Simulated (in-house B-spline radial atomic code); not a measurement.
Computed with a B-spline radial atomic code. Model: two electrons, singlet ground state, non-relativistic, full CI in B-splines with partial waves to l = 8 (at full coupling up to 3e-4 hartree above the limit, correlation up to 0.6 % small), density held at that of full coupling by Lieb maximisation.

Along the adiabatic connection the electron repulsion is scaled by a coupling λ while a local potential keeps the density fixed. At λ = 0 the system is the Kohn-Sham one and W equals the exchange energy; the exchange-correlation energy is the area under W between 0 and 1. The kinetic energy rises with λ as the electrons avoid each other, with dT/dλ = −λ dW/dλ.

Command:
```bash
python run_ac.py task.json out
```
Settings (lengths in bohr, energies in hartree):
```
potential              yukawa
strength               3.56
lmax                   8
second                 1.51
```

Run time, properties included: 66 s on 1 thread of Intel(R) Xeon(R) Processor @ 2.30GHz, with other jobs on the host.

**W = mean repulsion less Hartree energy, and W of three functionals.**

Given: confinement screened point charge; nuclear charge 3.56; screening of the nucleus 1.51 1/bohr; external potential -Z exp(-k r)/r.

Computed: LDA exchange minus exact 221.48 millihartree; PBE exchange minus exact 3.5735 millihartree.

```json
{"coupling": "0", "W xc (hartree)": "-1.6631", "W xc minus exchange (millihartree)": "0", "kinetic minus Kohn-Sham (millihartree)": "0", "LDA (PW92) W minus its exchange (millihartree)": "0", "PBE W minus its exchange (millihartree)": "0", "SCAN W minus its exchange (millihartree)": "0"}
{"coupling": "0.02", "W xc (hartree)": "-1.6651", "W xc minus exchange (millihartree)": "-2.019", "kinetic minus Kohn-Sham (millihartree)": "0", "LDA (PW92) W minus its exchange (millihartree)": "-12.98", "PBE W minus its exchange (millihartree)": "-1.65", "SCAN W minus its exchange (millihartree)": "-1.81"}
{"coupling": "0.05", "W xc (hartree)": "?", "W xc minus exchange (millihartree)": "?", "kinetic minus Kohn-Sham (millihartree)": "?", "LDA (PW92) W minus its exchange (millihartree)": "?", "PBE W minus its exchange (millihartree)": "?", "SCAN W minus its exchange (millihartree)": "?"}
{"coupling": "0.12", "W xc (hartree)": "-1.675", "W xc minus exchange (millihartree)": "-11.942", "kinetic minus Kohn-Sham (millihartree)": "0.7", "LDA (PW92) W minus its exchange (millihartree)": "-52.52", "PBE W minus its exchange (millihartree)": "-10.05", "SCAN W minus its exchange (millihartree)": "-10.55"}
{"coupling": "0.25", "W xc (hartree)": "-1.6875", "W xc minus exchange (millihartree)": "-24.426", "kinetic minus Kohn-Sham (millihartree)": "3", "LDA (PW92) W minus its exchange (millihartree)": "-89.21", "PBE W minus its exchange (millihartree)": "-21.02", "SCAN W minus its exchange (millihartree)": "-21.36"}
{"coupling": "0.4", "W xc (hartree)": "-1.7013", "W xc minus exchange (millihartree)": "-38.275", "kinetic minus Kohn-Sham (millihartree)": "7.5", "LDA (PW92) W minus its exchange (millihartree)": "-123.14", "PBE W minus its exchange (millihartree)": "-33.51", "SCAN W minus its exchange (millihartree)": "-33.21"}
{"coupling": "0.6", "W xc (hartree)": "-1.7189", "W xc minus exchange (millihartree)": "-55.872", "kinetic minus Kohn-Sham (millihartree)": "16.3", "LDA (PW92) W minus its exchange (millihartree)": "-160.67", "PBE W minus its exchange (millihartree)": "-49.73", "SCAN W minus its exchange (millihartree)": "-48.13"}
{"coupling": "0.8", "W xc (hartree)": "-1.7356", "W xc minus exchange (millihartree)": "-72.545", "kinetic minus Kohn-Sham (millihartree)": "27.9", "LDA (PW92) W minus its exchange (millihartree)": "-192.58", "PBE W minus its exchange (millihartree)": "-65.34", "SCAN W minus its exchange (millihartree)": "-62.2"}
{"coupling": "1", "W xc (hartree)": "?", "W xc minus exchange (millihartree)": "?", "kinetic minus Kohn-Sham (millihartree)": "?", "LDA (PW92) W minus its exchange (millihartree)": "?", "PBE W minus its exchange (millihartree)": "?", "SCAN W minus its exchange (millihartree)": "?"}
{"coupling": "1.4", "W xc (hartree)": "-1.7807", "W xc minus exchange (millihartree)": "-117.66", "kinetic minus Kohn-Sham (millihartree)": "77.2", "LDA (PW92) W minus its exchange (millihartree)": "-268.5", "PBE W minus its exchange (millihartree)": "-108.54", "SCAN W minus its exchange (millihartree)": "-100.19"}
{"coupling": "2", "W xc (hartree)": "-1.8196", "W xc minus exchange (millihartree)": "-156.53", "kinetic minus Kohn-Sham (millihartree)": "143", "LDA (PW92) W minus its exchange (millihartree)": "-326.73", "PBE W minus its exchange (millihartree)": "-146.69", "SCAN W minus its exchange (millihartree)": "-133.13"}
{"coupling": "3", "W xc (hartree)": "-1.8735", "W xc minus exchange (millihartree)": "-210.46", "kinetic minus Kohn-Sham (millihartree)": "276.9", "LDA (PW92) W minus its exchange (millihartree)": "-401.69", "PBE W minus its exchange (millihartree)": "-201.07", "SCAN W minus its exchange (millihartree)": "-179.68"}
{"coupling": "4.5", "W xc (hartree)": "-1.9359", "W xc minus exchange (millihartree)": "-272.83", "kinetic minus Kohn-Sham (millihartree)": "508.4", "LDA (PW92) W minus its exchange (millihartree)": "-484.38", "PBE W minus its exchange (millihartree)": "-266.55", "SCAN W minus its exchange (millihartree)": "-235.43"}
{"coupling": "7", "W xc (hartree)": "-2.0086", "W xc minus exchange (millihartree)": "-345.52", "kinetic minus Kohn-Sham (millihartree)": "920", "LDA (PW92) W minus its exchange (millihartree)": "-580.03", "PBE W minus its exchange (millihartree)": "-347.7", "SCAN W minus its exchange (millihartree)": "-304.03"}
{"coupling": "10", "W xc (hartree)": "-2.0664", "W xc minus exchange (millihartree)": "-403.3", "kinetic minus Kohn-Sham (millihartree)": "1405.4", "LDA (PW92) W minus its exchange (millihartree)": "-658.53", "PBE W minus its exchange (millihartree)": "-417.43", "SCAN W minus its exchange (millihartree)": "-361.91"}
```

Question: What belongs in the row 0.05?

Answer: W xc (hartree): -1.6681; W xc minus exchange (millihartree): -5.026; kinetic minus Kohn-Sham (millihartree): 0.1; LDA (PW92) W minus its exchange (millihartree): -26.96; PBE W minus its exchange (millihartree): -4.15; SCAN W minus its exchange (millihartree): -4.48.

Question: What belongs in the row 1?

Answer: W xc (hartree): -1.7514; W xc minus exchange (millihartree): -88.36; kinetic minus Kohn-Sham (millihartree): 42.2; LDA (PW92) W minus its exchange (millihartree): -220.6; PBE W minus its exchange (millihartree): -80.35; SCAN W minus its exchange (millihartree): -75.52.

Question: What is the SCAN exchange minus exact?

Answer: -17.212 millihartree.

**Energy parts, natural occupations and partial-wave weights.**

Computed: total energy -2.9242 hartree; exchange energy -1.6631 hartree; correlation energy -0.046191 hartree; kinetic part of the DFT correlation energy 0.042169 hartree; kinetic part over minus potential part 0.47724; Hartree energy 3.3261 hartree; Kohn-Sham kinetic 7.971 hartree.

```
natural  occupation of the shell (electrons)
      s                               1.9922
      s                            0.0044828
      p                                    ?
      d                           0.00014233
      p                           0.00013074
      s                           9.7377e-05
```

Question: What belongs in the row p?

Answer: occupation of the shell (electrons): 0.0029088.

```csv
wave,weight
s,0.99838
p,0.0015271
d,?
f,1.1737e-05
g,2.7387e-06
```

Question: What belongs in the row d?

Answer: weight: 8.1537e-05.

Question: What is the Lieb Oxford ratio E_xc over LDA exchange?

Answer: 1.1857.

Question: What is the initial slope twice GL2?

Answer: -0.10125 hartree.

Half-way to full coupling W has made 53 % of its drop, against 50 % for a straight line, and second-order (GL2) theory, half the initial slope, overshoots the correlation energy by about 10 %: a moderate bend, as in light atoms. Over couplings 0 to 1 the errors in E_xc come to about +134 millihartree for LDA, +8.6 millihartree for PBE, -11 millihartree for SCAN, so PBE is nearest. In LDA and SCAN the errors of exchange and correlation have opposite signs, so the sum is smaller than the larger of the two.
